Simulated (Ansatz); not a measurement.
`[CH2][N](C)[In]([F])[F]`, charge 0, multiplicity 2.

(1) Give a relaxed structure at PBE0-D4/def2-TZVP (the Gaussian-basis code of Ansatz). (Estimate.)

Results:

(1) Computed: 
Cartesian coordinates in Å:
```
C 1.205 -0.673 -0.243
N 0.244 0.135 -0.123
C -0.682 0.368 -1.206
In -0.238 0.966 1.997
F -2.075 0.237 1.813
F 1.106 -0.306 2.733
H 1.386 -1.205 -1.181
H 1.847 -0.850 0.617
H -0.669 1.429 -1.468
H -1.686 0.127 -0.850
H -0.439 -0.229 -2.089
```
This is one stationary point; other conformers may exist.
